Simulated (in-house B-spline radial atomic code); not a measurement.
A calculation on neutral arsenic: its settings, and results tabulated from the run. Computed with an all-electron radial atomic-structure program (B-spline basis): non-relativistic PBE, spin-polarised, spherical fractional occupations, point nucleus, inside a hard spherical wall at 6.11 bohr.

Command:
```bash
python run_scf.py task.json out
```
Settings:
```
Z                33
configuration    [Ar] 3d10 4s2 4p3
hamiltonian      nr
method           pbe,pbe
spin_polarised   True
wall_radius      6.11
```

Output (hartree, bohr):
```
 radial grid: 44 intervals, B-splines of order 8, outer radius 6.11 bohr

 iter        energy (Eh)    residual
    1       -2234.839269    4.13e-01
    2       -2235.177398    1.28e-01
    3       -2235.501961    2.11e-02
    4       -2235.512839    1.07e-02
    5       -2235.512838    5.66e-03
    6       -2235.513336    3.05e-03
    7       -2235.513549    4.63e-05
    8       -2235.513549    9.79e-06
    9       -2235.513549    3.28e-07

 total energy                     -2235.51355
 kinetic                            2234.2652
 electron-nucleus                  -5349.3361
 Hartree                             962.3001
 exchange-correlation                -82.7427

 orbital      occ     eigenvalue          <r>       <r^2>       <1/r>     <1/r^3>       <r^4>       r_max
 1s up      1.000      -424.0310    0.0463803  0.00288125     32.5016           - 2.11035e-05     0.03062
 1s down    1.000      -424.0268      0.04638  0.00288121     32.5018           - 2.11031e-05     0.03062
 2s up      1.000       -53.1328     0.206701   0.0503101     7.16174           -  0.00436297      0.1737
 2s down    1.000       -53.1310     0.206699   0.0503084     7.16166           -  0.00436248      0.1737
 2p up      3.000       -47.5097     0.178815   0.0390968     7.13573     1040.53  0.00305812      0.1378
 2p down    3.000       -47.5060     0.178819   0.0390977     7.13553     1040.44  0.00305809      0.1378
 3s up      1.000        -6.7185     0.609271    0.427694     2.32788           -    0.293753       0.531
 3s down    1.000        -6.7130     0.609094    0.427322     2.32801           -     0.29275      0.5311
 3p up      3.000        -4.8205     0.622099     0.45476     2.20842     142.747    0.356825       0.525
 3p down    3.000        -4.8141     0.621645    0.453835     2.20919     142.808     0.35422      0.5251
 3d up      5.000        -1.4950     0.677647    0.581693     1.90956     16.9032    0.802694      0.4762
 3d down    5.000        -1.4851     0.673145    0.571492      1.9163     17.0035     0.76027       0.476
 4s up      1.000        -0.5221      1.97672     4.47406    0.660854           -     31.9757       1.664
 4s down    1.000        -0.4349      1.96856     4.46161    0.669114           -      32.439       1.633
 4p up      3.000        -0.1960      2.40872     6.63491     0.53082     8.25222     68.5926       1.999
```

Cost of the run: 0.05 s on 1 thread of Arm Neoverse V2, with other jobs on the host.
